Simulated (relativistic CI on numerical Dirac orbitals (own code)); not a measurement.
Hyperfine structure of Fe¹²⁺, mass number 57

Computed by Dirac-Coulomb-Breit CI, separate exchange-only KLI orbitals for each configuration, model QED, unscaled Slater integrals (own radial code, finite nucleus).

Configuration list (outside the closed core [Ne]): 3s²3p², 3s3p³, 3s²3p3d, 3p⁴, 3s3p²3d, 3p³3d, 3s3p3d², 3s²3p4s, 3s²3d4p, 3s²3p4p, 3p³4s, 3p³4p, 3s3p3d4s, 3s²3d², 3s3d³, 3p²3d², 3p3d³, 3p3d²4s, 3p3d²4p, 3s²3d4s, 3s3d²4s. Double excitations out of closed p, d and f shells are left out; levels of such configurations are missing from the list, as are those of other unlisted configurations, and high levels can miss mixing partners.

Nuclear spin I = 1/2, μ = 0.09064 μN (tables of Stone and Pyykkö). The electronic factors are computed for point nuclear moments, without core polarisation or the Bohr-Weisskopf and QED corrections.

```tsv
Level	E (cm⁻¹)	A (MHz)
3s²3p² ³P1	9099	7.484
3s²3p² ³P2	18561	1227
3s²3p² ¹D2	50507	1323
3s3p³ ⁵S°2	210173	3839
3s3p³ ³D°1	287169	-2203
3s3p³ ³D°2	287324	2107
3s3p³ ³D°3	290090	3413
3s3p³ ³P°1	331037	4716
```

Levels with J = 0, under 50 % of one LS term, or S terms without an open s electron are left out. Small factors come from cancelling terms and can be off by tens of per cent or more.

At this charge energies of transitions that change n are usually good to better than 1 %, and those within a shell (Δn = 0) to a few per cent.

**Question.** Give the hyperfine levels of 3s²3p² ³P2 relative to its centre of gravity.

**Answer.** With K = F(F + 1) − I(I + 1) − J(J + 1), E = AK/2: F = 3/2: -1840, F = 5/2: 1227 MHz.

LS names give the leading component of a level, which can be under half, so a name can repeat, a term be missing and a line seem to break the LS rules.
